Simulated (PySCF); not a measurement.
# input.py for MgBr

File input.py (PySCF 2.14):

```python
from pyscf import gto, scf, solvent

mol = gto.M(
    atom='Mg 0 0 0; Br 0 0 2.347',
    basis='pcseg-1',
    charge=0,
    spin=1,
    symmetry=True,
    verbose=4,
)
mf = scf.UHF(mol)
mf = solvent.PCM(mf)
mf.with_solvent.eps = 4.71
mf.kernel()
mf.analyze()
print('orbital energies (hartree):', [e[max(0, n-3):n+3].round(4) for e, n in zip(mf.mo_energy, mol.nelec)])
```

```bash
$ python input.py
```

It prints (some set-up lines and the per-cycle HOMO/LUMO lines with their warnings removed):

```
PySCF version 2.14.0

[INPUT] Symbol           X                Y                Z      unit          X                Y                Z       unit  Magmom
[INPUT]  1 Mg     0.000000000000   0.000000000000   0.000000000000 AA    0.000000000000   0.000000000000   0.000000000000 Bohr   0.0
[INPUT]  2 Br     0.000000000000   0.000000000000   2.347000000000 AA    0.000000000000   0.000000000000   4.435187214354 Bohr   0.0

nuclear repulsion = 94.6972426870047
point group symmetry = Coov
symmetry origin: [0.         0.         3.30279899]
symmetry axis x: [1. 0. 0.]
symmetry axis y: [0. 1. 0.]
symmetry axis z: [0. 0. 1.]
num. orbitals of irrep A1 = 17
num. orbitals of irrep E1x = 8
num. orbitals of irrep E1y = 8
num. orbitals of irrep E2x = 2
num. orbitals of irrep E2y = 2
number of shells = 5
number of NR pGTOs = 115
number of NR cGTOs = 37
basis = pcseg-1
ecp = {}

******** <class 'pyscf.solvent._attach_solvent.PCMSymAdaptedUHF'> ********
method = PCMSymAdaptedUHF
initial guess = minao
damping factor = 0
level_shift factor = 0
DIIS = <class 'pyscf.scf.diis.CDIIS'>
SCF conv_tol = 1e-09
SCF max_cycles = 50
number electrons alpha = 24  beta = 23
******** <class 'pyscf.solvent.pcm.PCM'> (In testing) ********

WARN: PCM is an experimental feature. It is still in testing.
Features and APIs may be changed in the future.

lebedev_order = 29 (302 grids per sphere)
eps = 4.71
frozen = False
Freeze 0 electrons in irreps []
    47 free electrons in irreps A1 E1x E1y E2x E2y
PCM E_diel = -0.00112366438457115
Solvent Energy = -0.00112366438457115
init E= -2770.62926280094

PCM E_diel = -0.025053860085183
Solvent Energy = -0.025053860085183
cycle= 1 E= -2771.72589173071  delta_E= -1.1  |g|= 0.132  |ddm|= 1.13
PCM E_diel = -0.0195237072277411
Solvent Energy = -0.0195237072277411
cycle= 2 E= -2771.74587605307  delta_E= -0.02  |g|= 0.0476  |ddm|= 0.367
PCM E_diel = -0.0197725793615593
Solvent Energy = -0.0197725793615593
cycle= 3 E= -2771.74931139462  delta_E= -0.00344  |g|= 0.0203  |ddm|= 0.132
PCM E_diel = -0.0192844256760647
Solvent Energy = -0.0192844256760647
cycle= 4 E= -2771.75081474541  delta_E= -0.0015  |g|= 0.0071  |ddm|= 0.132
PCM E_diel = -0.0191030654746253
Solvent Energy = -0.0191030654746253
cycle= 5 E= -2771.75100102636  delta_E= -0.000186  |g|= 0.00188  |ddm|= 0.0598
PCM E_diel = -0.0190905608517162
Solvent Energy = -0.0190905608517162
cycle= 6 E= -2771.75100975227  delta_E= -8.73e-06  |g|= 0.000529  |ddm|= 0.0116
PCM E_diel = -0.0190817092224151
Solvent Energy = -0.0190817092224151
cycle= 7 E= -2771.75101031349  delta_E= -5.61e-07  |g|= 0.000144  |ddm|= 0.00218
PCM E_diel = -0.0190846879608842
Solvent Energy = -0.0190846879608842
cycle= 8 E= -2771.75101036683  delta_E= -5.33e-08  |g|= 3.41e-05  |ddm|= 0.000729
PCM E_diel = -0.0190866317092221
Solvent Energy = -0.0190866317092221
cycle= 9 E= -2771.7510103707  delta_E= -3.87e-09  |g|= 7.09e-06  |ddm|= 0.000221
PCM E_diel = -0.0190871172617833
Solvent Energy = -0.0190871172617833
cycle= 10 E= -2771.75101037084  delta_E= -1.38e-10  |g|= 1.67e-06  |ddm|= 4.08e-05
PCM E_diel = -0.0190871512969058
Solvent Energy = -0.0190871512969058
Extra cycle  E= -2771.75101037084  delta_E= -4.09e-12  |g|= 8.11e-07  |ddm|= 5.08e-06
converged SCF energy = -2771.75101037084  <S^2> = 0.75101831  2S+1 = 2.001018
**** SCF Summaries ****
Total Energy =                       -2771.751010370840504
Nuclear Repulsion Energy =              94.697242687004689
One-electron Energy =                -4052.634733418972701
Two-electron Energy =                 1186.205567512424068
Two-electron Coulomb Energy =         1291.883349621847401
DFT Exchange-Correlation Energy =     -105.677782109423333
**** MO energy ****
[17 lines left out]
alpha MO #18 (E1x #4), energy= -2.32862595190251 occ= 1
alpha MO #19 (E1y #4), energy= -2.32862595190251 occ= 1
alpha MO #20 (A1 #10), energy= -0.951674846756838 occ= 1
alpha MO #21 (A1 #11), energy= -0.44370637912871 occ= 1
alpha MO #22 (E1x #5), energy= -0.392553326750797 occ= 1
alpha MO #23 (E1y #5), energy= -0.392553326750797 occ= 1
alpha MO #24 (A1 #12), energy= -0.251012066534745 occ= 1
alpha MO #25 (E1x #6), energy= 0.14480791222725 occ= 0
alpha MO #26 (E1y #6), energy= 0.14480791222725 occ= 0
alpha MO #27 (A1 #13), energy= 0.148563634797392 occ= 0
[10 lines left out]
[16 lines left out]
beta  MO #17 (E1x #4), energy= -2.3239079026115 occ= 1
beta  MO #18 (E1y #4), energy= -2.3239079026115 occ= 1
beta  MO #19 (A1 #9), energy= -2.32315705892784 occ= 1
beta  MO #20 (A1 #10), energy= -0.945801556701575 occ= 1
beta  MO #21 (A1 #11), energy= -0.429419000582312 occ= 1
beta  MO #22 (E1x #5), energy= -0.391748447077102 occ= 1
beta  MO #23 (E1y #5), energy= -0.391748447077102 occ= 1
beta  MO #24 (A1 #12), energy= 0.0287908438910516 occ= 0
beta  MO #25 (E1x #6), energy= 0.199997558322679 occ= 0
beta  MO #26 (E1y #6), energy= 0.199997558322679 occ= 0
[11 lines left out]
 ** Mulliken pop alpha/beta on meta-lowdin orthogonal AOs **
 ** Mulliken pop       alpha | beta **
pop of  0 Mg 1s        1.00000 | 1.00000
pop of  0 Mg 2s        1.00000 | 0.99999
pop of  0 Mg 3s        0.92855 | 0.09525
pop of  0 Mg 4s        0.00299 | 0.00136
pop of  0 Mg 2px       1.00000 | 0.99999
pop of  0 Mg 2py       1.00000 | 0.99999
pop of  0 Mg 2pz       0.99999 | 0.99997
pop of  0 Mg 3px       0.00499 | 0.00332
pop of  0 Mg 3py       0.00499 | 0.00332
pop of  0 Mg 3pz       0.07516 | 0.00503
pop of  1 Br 1s        1.00000 | 1.00000
pop of  1 Br 2s        0.99997 | 0.99997
[25 lines left out]
In total            24.00000 | 23.00000
 ** Mulliken atomic charges   ( Nelec_alpha | Nelec_beta ) **
charge of  0Mg =      0.87513  (     6.01665      5.10822 )
charge of  1Br =     -0.87513  (    17.98335     17.89178 )
Dipole moment(X, Y, Z, Debye):  0.00000,  0.00000, -5.51852
orbital energies (hartree): [array([-0.3926, -0.3926, -0.251 ,  0.1448,  0.1448,  0.1486]), array([-0.4294, -0.3917, -0.3917,  0.0288,  0.2   ,  0.2   ])]
```

In short: E(SCF) = -2771.751010 Eh, 10 cycles, ⟨S²⟩ = 0.751, μz(SCF) = -5.52 D.

Wall time 2.8 s on one thread of a shared host.

The bond length is a typed value, not an optimised one. No search for the lowest solution was made.
